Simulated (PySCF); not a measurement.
## Telling isomers of C6H9NSi apart by NMR

[PySCF 2.14.0 with density-fitted response routines: σ from GIAO-PBE0/pcSseg-1; coordinates at the GFN2-xTB level; non-relativistic Hamiltonian; one averaged value for each set of equivalent atoms; one computed conformer; gas phase]

Shifts are taken against calculated references (same method and geometry level): $^{1}$H (σref 31.72) and $^{13}$C (σref 186.93) against TMS. Where no couplings were computed, multiplicities follow the n + 1 count of equivalent neighbours, and m marks all less simple cases (inequivalent or close neighbours, rings, F or P nearby). Shifts are as computed. Against solution values, carbons near 30 ppm lie about +3 ppm off and those near 130 ppm about +5 ppm. Of 1309 compounds with measured shifts, 239 miss one by over three times the rms of a fit or turn the order of signals round; such compounds aren't used in these exercises. OH and NH positions are gas-phase values without hydrogen bonding to other molecules.

(1) Tabulate the signals of `NCC#CC1=CC[SiH2]1`, `C#C[SiH2][C@H]1CN1C=C` and their relative energies.

(2) What is the quickest way to tell NCC#CC1=CC[SiH2]1 from C#C[SiH2][C@H]1CN1C=C?

Answers

(1) 
```tsv
SMILES	carbon types	δC	δH	E rel. (kcal/mol)
NCC#CC1=CC[SiH2]1	3×C 1×CH 2×CH2	163.8, 135.3, 104.8, 88.2, 37.0, 18.8	7.18 (t, 1H), 5.02 (m, 2H), 3.71 (s, 2H), 1.92 (m, 2H), 0.84 (br s, 2H)	0.0
C#C[SiH2][C@H]1CN1C=C	1×C 3×CH 2×CH2	152.0, 105.5, 100.2, 86.4, 28.4, 28.2	6.65 (m, 1H), 4.72 (m, 1H), 4.64 (m, 1H), 4.55 (m, 1H), 4.19 (m, 1H), 2.07 (m, 1H), 1.75 (m, 1H), 1.67 (m, 1H), 1.36 (m, 1H)	16.9
```

Energies are electronic energies at PBE0/pcSseg-1 on these geometries, without zero-point or thermal terms, each for the one conformer computed, which needn't be the lowest.

(2) Both give the same number of carbon signals, but DEPT or the intensities differ. The first has a fully substituted alkene carbon (C) at 135.3 ppm, the second a β carbon of an enol-ether or enamine type C=C (CH2) at 100.2 ppm. Their most deshielded carbons lie at 163.8 and 152.0 ppm. In the proton spectra the most deshielded non-exchanging signals are 7.18 (t, 1H) and 6.65 (m, 1H).
